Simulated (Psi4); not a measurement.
Psi4 was given this input:
```
memory 2 GB

molecule {
1 1
O    -0.04953206    1.10991468   -0.06643190
H    -0.99333882    1.37577953    0.07064769
Cl    0.05025526   -0.69019538   -0.01068915
H     0.53525584    1.47822452    0.64252305
}

set {
  basis aug-cc-pvdz
}

energy('scf')
print_variables()
```

Problem. What is the computed nuclear repulsion energy (HF/aug-cc-pVDZ in Psi4)?

Solution. 56.5433 Eh

Problem. Estimate the total energy that HF/aug-cc-pVDZ returns for this input.

Solution. -535.1418 Eh

Problem. What number of basis functions does HF/aug-cc-pVDZ give?

Solution. 68
